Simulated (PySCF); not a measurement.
First SCF of a structure search on quartet NaSe2, at a hand-made side-on geometry. PySCF input:

```python
from pyscf import gto, scf, dft
mol = gto.M(atom='''
Na     0.000000     0.000000     0.000000
Se     1.170000     0.000000     2.534300
Se    -1.170000     0.000000     2.534300''',
    basis={'Na': 'def2-SVP', 'Se': 'def2-SVP'},
    charge=0, spin=3)
mf = dft.UKS(mol, xc='B3LYP')
mf.grids.atom_grid = (50, 194)
aux = {'Na': 'def2-universal-JKFIT', 'Se': 'def2-universal-JKFIT'}
mf = mf.density_fit(auxbasis=aux)
mf.conv_tol = 1e-08
mf.diis_space = 10
mf.max_cycle = 60
mf.init_guess = 'minao'
mf.verbose = 4
mf.kernel()
```

Excerpt of the output (cycles alone):

```
init E= -4963.15901455178
cycle= 1 E= -4964.78237947515  delta_E= -1.62  |g|= 0.152  |ddm|=    2
cycle= 2 E= -4964.72354624582  delta_E= 0.0588  |g|= 0.274  |ddm|= 2.13
cycle= 3 E= -4964.7955417307  delta_E= -0.072  |g|= 0.0999  |ddm|= 2.13
cycle= 4 E= -4964.79943209543  delta_E= -0.00389  |g|= 0.0377  |ddm|= 0.0956
cycle= 5 E= -4964.77048889213  delta_E= 0.0289  |g|= 0.166  |ddm|= 2.09
cycle= 6 E= -4964.80098692062  delta_E= -0.0305  |g|= 0.0168  |ddm|= 2.09
cycle= 7 E= -4964.80121143562  delta_E= -0.000225  |g|= 0.0106  |ddm|= 0.037
cycle= 8 E= -4964.80134129889  delta_E= -0.00013  |g|= 0.00184  |ddm|= 0.0492
cycle= 9 E= -4964.80134550337  delta_E= -4.2e-06  |g|= 0.00025  |ddm|= 0.00814
cycle= 10 E= -4964.80143592076  delta_E= -9.04e-05  |g|= 0.00211  |ddm|= 0.0914
cycle= 11 E= -4964.8013456605  delta_E= 9.03e-05  |g|= 0.000166  |ddm|= 0.0895
cycle= 12 E= -4964.80134548019  delta_E= 1.8e-07  |g|= 2.36e-05  |ddm|= 0.00388
cycle= 13 E= -4964.80134548758  delta_E= -7.39e-09  |g|= 2.26e-05  |ddm|= 0.0016
Extra cycle  E= -4964.80138162924  delta_E= -3.61e-05  |g|= 0.00133  |ddm|= 0.0583
SCF not converged.
init E= -4963.15901455178
cycle= 1 E= -4964.78237947515  delta_E= -1.62  |g|= 0.152  |ddm|=    2
cycle= 2 E= -4964.72354624582  delta_E= 0.0588  |g|= 0.274  |ddm|= 2.13
cycle= 3 E= -4964.78029175158  delta_E= -0.0567  |g|= 0.132  |ddm|= 0.393
cycle= 4 E= -4964.79516137155  delta_E= -0.0149  |g|= 0.0865  |ddm|= 2.07
cycle= 5 E= -4964.7990094281  delta_E= -0.00385  |g|= 0.0434  |ddm|= 0.105
cycle= 6 E= -4964.80010725308  delta_E= -0.0011  |g|= 0.0349  |ddm|= 0.0509
cycle= 7 E= -4964.77594521775  delta_E= 0.0242  |g|= 0.156  |ddm|= 2.08
cycle= 8 E= -4964.80073339283  delta_E= -0.0248  |g|= 0.0206  |ddm|= 2.09
cycle= 9 E= -4964.79143411429  delta_E= 0.0093  |g|= 0.123  |ddm|= 1.79
cycle= 10 E= -4964.80035884874  delta_E= -0.00892  |g|= 0.0277  |ddm|= 1.79
cycle= 11 E= -4964.807848395  delta_E= -0.00749  |g|= 0.0204  |ddm|= 0.979
cycle= 12 E= -4964.80961626013  delta_E= -0.00177  |g|= 0.0162  |ddm|= 0.383
cycle= 13 E= -4964.80940268831  delta_E= 0.000214  |g|= 0.021  |ddm|= 0.131
cycle= 14 E= -4964.81000381529  delta_E= -0.000601  |g|= 0.0116  |ddm|= 0.19
cycle= 15 E= -4964.81000606629  delta_E= -2.25e-06  |g|= 0.0111  |ddm|= 0.0698
cycle= 16 E= -4964.81011188606  delta_E= -0.000106  |g|= 0.00457  |ddm|= 0.0689
cycle= 17 E= -4964.81007244785  delta_E= 3.94e-05  |g|= 0.00869  |ddm|= 0.022
cycle= 18 E= -4964.81012365435  delta_E= -5.12e-05  |g|= 0.00261  |ddm|= 0.0117
cycle= 19 E= -4964.81011096478  delta_E= 1.27e-05  |g|= 0.0049  |ddm|= 0.037
cycle= 20 E= -4964.81012266307  delta_E= -1.17e-05  |g|= 0.00349  |ddm|= 0.013
SCF not converged.
init E= -4964.81012266307
cycle= 1 E= -4964.8101069213  delta_E= 1.57e-05  |g|= 0.00639  |ddm|= 0.014
cycle= 2 E= -4964.81004985426  delta_E= 5.71e-05  |g|= 0.0117  |ddm|= 0.0219
cycle= 3 E= -4964.81012450321  delta_E= -7.46e-05  |g|= 0.00296  |ddm|= 0.0105
cycle= 4 E= -4964.81013189308  delta_E= -7.39e-06  |g|= 0.000706  |ddm|= 0.00331
cycle= 5 E= -4964.81013239913  delta_E= -5.06e-07  |g|= 0.000119  |ddm|= 0.00126
cycle= 6 E= -4964.81013244541  delta_E= -4.63e-08  |g|= 4.76e-05  |ddm|= 0.000655
cycle= 7 E= -4964.81013245587  delta_E= -1.05e-08  |g|= 2.9e-05  |ddm|= 0.000346
cycle= 8 E= -4964.81013245991  delta_E= -4.03e-09  |g|= 1.45e-05  |ddm|= 0.000231
Extra cycle  E= -4964.81013245791  delta_E= 2e-09  |g|= 7.42e-05  |ddm|= 0.000797
converged SCF energy = -4964.81013245791  <S^2> = 3.754922  2S+1 = 4.0024602
```

No lower solution of this spin was found from smeared starts or by a stability analysis within the unrestricted form.

The search for the lowest solution, 3 starts and the stability check together, took 21 s on 2 threads of a shared Arm Neoverse V1 host, with 79 basis functions; the process peaked at 0.36 GiB. Launch command: `OMP_NUM_THREADS=2 python axn.py task.json out`.
